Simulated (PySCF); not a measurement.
## Sr²⁸⁺: ionisation energy

Sr²⁸⁺ [Ne] (1S) → Sr²⁹⁺ [He] 2s2 2p5 (2P), as a difference of total energies. All numbers are calculated (PySCF 2.14, the non-relativistic Hamiltonian (point nucleus), in an uncontracted even-tempered set (18 s from 8.7 bohr⁻², ratio 2.2; 11 p from 11 bohr⁻², ratio 2.2; 6 d from 52 bohr⁻², ratio 2.4; 5 f from 77 bohr⁻², ratio 2.4; 4 g from 120 bohr⁻², ratio 2.4)). Correlated levels: nothing frozen; virtual orbitals above 40 to 60 times the deepest correlated orbital energy dropped. The calculations carry no spin-orbit coupling.

```
                 method  ionisation energy (eV)
                    UHF                  3338.4
                    LDA                  3337.3
                    PBE                  3337.2
                   PBE0                  3338.0
                 r2SCAN                  3339.7
                   BP86                  3338.0
                 PBEsol                  3336.6
    MP2 (all electrons)                  3340.1
SCS-MP2 (all electrons)                  3339.9
```

A first-order spin-orbit estimate (lowest level to lowest level, LS coupling) adds -21.121 eV.

All relativistic terms are absent from these numbers, so their closeness to the reference says little about the methods.

For comparison: 3344.7 ± 1.9 eV (semi-empirical (NIST evaluation); NIST Atomic Spectra Database, ionization energies).
